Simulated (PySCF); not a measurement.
silicon monoxide (OSi), singlet, at a GFN2-xTB geometry. Base run: R2SCAN/def2-SV(P) (PySCF).

The PySCF input:
```python
from pyscf import gto, scf, dft

mol = gto.M(
    atom='''
Si   -0.000000   -0.000000   -0.548582
O     0.000000    0.000000    0.960019
''',
    basis='def2-sv(p)',
    charge=0,
    spin=0,
    verbose=4,
)

mf = dft.RKS(mol)
mf.xc = 'r2scan'
mf.kernel()
```

Each row names what was changed in the base input (with any setting that the change needs).

```tsv
change	ΔE vs base (mEh)	fitting functions	dipole (D)
base	0.000	-	2.50
auxbasis = cc-pvtz-ri	?	?	2.50
auxbasis = default (with mf = mf.density_fit())	-0.078	100	2.49
auxbasis = cc-pvtz-jkfit	-0.034	200	2.50
auxbasis = def2-svp-ri	?	?	2.50
auxbasis = even-tempered beta=2.0	-0.031	286	2.50
auxbasis = autoaux	-0.019	267	2.50
auxbasis = cc-pvdz-jkfit	-0.035	182	2.50
auxbasis = even-tempered beta=1.6	-0.001	427	2.50
auxbasis = def2-universal-jkfit	-0.030	205	2.50
```

Task: Some entries are withheld; supply them.

Result: 
- auxbasis = cc-pvtz-ri, ΔE vs base (mEh): -13.352
- auxbasis = cc-pvtz-ri, fitting functions: 203
- auxbasis = def2-svp-ri, ΔE vs base (mEh): -454.0
- auxbasis = def2-svp-ri, fitting functions: 110

A fitting set is made for a task (jfit for Coulomb, jkfit for Coulomb and exchange, ri for correlation) and for a family of orbital bases.
